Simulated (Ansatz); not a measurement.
`C[Si](F)(F)[SiH3]` + `NC=O` → `O=CN[SiH3]` + `C[SiH](F)F` at 700 K and 1 bar (cleavage of the Si–Si bond).

Isolated molecules relaxed with PBE0-D4/def2-TZVP in Ansatz; ΔE leaves out vibrations. CCSD(T)/CBS adds triple-zeta CCSD(T) − MP2 to the extrapolated MP2 energy (def2 sets, frozen cores). This one scheme is used for every species. One conformer a species, not always the lowest.

```json
{"species": "`C[Si](F)(F)[SiH3]`", "CCSD(T)/CBS energy (Eh)": "-819.55181", "H − E (kJ/mol)": "266.3", "S (J/(mol·K))": "502.6"}
{"species": "`NC=O`", "CCSD(T)/CBS energy (Eh)": "-169.73435", "H − E (kJ/mol)": "160.3", "S (J/(mol·K))": "314.7"}
{"species": "`O=CN[SiH3]`", "CCSD(T)/CBS energy (Eh)": "-460.03422", "H − E (kJ/mol)": "224.8", "S (J/(mol·K))": "399.9"}
{"species": "`C[SiH](F)F`", "CCSD(T)/CBS energy (Eh)": "-529.27654", "H − E (kJ/mol)": "195.3", "S (J/(mol·K))": "396.3"}
```

H − E and S are ideal-gas, rigid-rotor, harmonic terms from PBE0-D4/def2-TZVP, for one conformer and one mirror image of each species. 1 Eh = 2625.50 kJ/mol, R = 8.31446 J/(mol·K).

By hand: ΔE, ΔH, ΔS and ΔG.

ΔE = (-460.03422) + (-529.27654) − (-819.55181) − (-169.73435) = -0.02460 Eh = -64.6 kJ/mol. Δ(H − E) = 224.8 + 195.3 − 266.3 − 160.3 = -6.5, so ΔH = -71.1 kJ/mol. ΔS = 399.9 + 396.3 − 502.6 − 314.7 = -21.1 J/(mol·K). ΔG = -71.1 − 700 × (-21.1)/1000 = -56.3 kJ/mol.

By hand: the equilibrium constant, and the temperature at which ΔG would vanish if ΔH and ΔS stayed fixed.

log₁₀ K = −ΔG/(RT ln 10) = 4.2. ΔG = 0 at ΔH/ΔS = 3370 K, far beyond where these terms or the molecules hold.

ΔH outweighs TΔS. A doubt of 5 kJ/mol in ΔE shifts log₁₀ K by 0.4 here. Other conformers and mirror images would add mixing entropy, several J/(mol·K) or more a flexible species. These are equilibria of isolated gas molecules and say nothing of rates. Largest T1 diagnostic: 0.016 (customary marks: 0.02 for closed shells, 0.045 for open ones).
